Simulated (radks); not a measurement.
The numbers below are computed, except where a source is named.
Species: Xe. Configuration: [Xe].

Code: a radial shooting solver on a logarithmic mesh with Libxc functionals. Model: Dirac Kohn-Sham, exchange-only LDA, spin-unpolarised, spherical densities, finite nucleus; Fermi nuclear charge, rms radius 4.7859 fm.

Energy parts (hartree):
part                    energy
total              -7438.86179
kinetic             7904.43625
electron-nucleus  -18102.53764
Hartree             2935.16605
exchange            -175.92646

Orbitals (lengths in bohr, moments of r in powers of bohr):
1s1/2: occ. 2; eigenvalue (hartree) -1260.642; <r^4> 2.442e-06; <r> 0.02668
2s1/2: occ. 2; eigenvalue (hartree) -196.1017; <r^4> 0.0004124; <r> 0.1143
2p1/2: occ. 2; eigenvalue (hartree) -184.3330; <r^4> 0.0002622; <r> 0.09625
2p3/2: occ. 4; eigenvalue (hartree) -172.4201; <r^4> 0.0003169; <r> 0.1020
3s1/2: occ. 2; eigenvalue (hartree) -40.04181; <r^4> 0.01760; <r> 0.3066
3p1/2: occ. 2; eigenvalue (hartree) -35.13924; <r^4> 0.01667; <r> 0.2965
3p3/2: occ. 4; eigenvalue (hartree) -32.87806; <r^4> 0.01929; <r> 0.3082
3d3/2: occ. 4; eigenvalue (hartree) -24.21451; <r^4> 0.01549; <r> 0.2789
3d5/2: occ. 6; eigenvalue (hartree) -23.73612; <r^4> 0.01621; <r> 0.2826
4s1/2: occ. 2; eigenvalue (hartree) -7.17183; <r^4> 0.4974; <r> 0.7172
4p1/2: occ. 2; eigenvalue (hartree) -5.43554; <r^4> 0.6127; <r> 0.7463
4p3/2: occ. 4; eigenvalue (hartree) -4.98069; <r^4> 0.7116; <r> 0.7747
4d3/2: occ. 4; eigenvalue (hartree) -2.16916; <r^4> 1.345; <r> 0.8724
4d5/2: occ. 6; eigenvalue (hartree) -2.09595; <r^4> 1.417; <r> 0.8835
5s1/2: occ. 2; eigenvalue (hartree) -0.68631; <r^4> 24.02; <r> 1.861
5p1/2: occ. 2; eigenvalue (hartree) -0.29582; <r^4> 58.74; <r> 2.249
5p3/2: occ. 4; eigenvalue (hartree) -0.25003; <r^4> 75.03; <r> 2.379
6s1/2: occ. 0; eigenvalue (hartree) -0.00613; <r^4> 29210; <r> 9.050

The highest occupied level is 5p3/2 at -6.804 eV. Summed over all electrons, <r^2> = 61.97 bohr^2, which gives a Langevin (diamagnetic) susceptibility term of -49.1 x 10^-6 cm^3/mol. The density falls to 0.001 e/bohr^3 at r = 4.46 bohr. For comparison, the ionisation energy in NIST's Atomic Spectra Database is 12.130 eV (measured). In exact Kohn-Sham theory the highest level is minus the ionisation energy, but local and semilocal functionals leave it too shallow, through self-interaction and a potential that decays too fast; potentials with the right tail come closer.
